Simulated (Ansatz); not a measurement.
CH3FOSeSi can be A, `F[Si]1([SeH])CO1`, or B, `O[Si]1(F)C[Se]1`.

Program: Ansatz. Geometries: PBE0-D4/def2-TZVP. ΔE: electronic, gas phase. CCSD(T)/CBS is the MP2 limit (def2-TZVPP, def2-QZVPP) plus CCSD(T) − MP2 in def2-TZVPP, frozen cores. Functionals use def2-TZVPP. B3LYP here is the variant with VWN-RPA as its local correlation; programs differ in this. For Se outer-core shells are correlated without core-valence functions, which leaves a few kJ/mol of doubt a bond. Scalar relativity is left out up to krypton. Each species was taken in one conformer, which may not be the lowest.

Q: Which is lower in electronic energy at CCSD(T)/CBS, and by how much? (Best estimate.)

A: The calculation gave: B, by 29.9 kcal/mol.

Q: Give E(B) − E(A) in kcal/mol with CCSD/def2-TZVPP, B2PLYP, PBE-D4, r2SCAN-D4, MP2/def2-TZVPP, B3LYP-D4, ωB97M-V. (Best estimate.)

A: Ansatz gave: CCSD/def2-TZVPP -29.2, B2PLYP -29.0, PBE-D4 -27.0, r2SCAN-D4 -28.4, MP2/def2-TZVPP -31.1, B3LYP-D4 -28.1, ωB97M-V -28.5. None reverses the order clearly.

Largest T1 diagnostic: 0.012.

From PBE to PBE0 (25 % exact exchange), in def2-TZVPP and without D4, E(B) − E(A) moves by −2.0 kcal/mol.
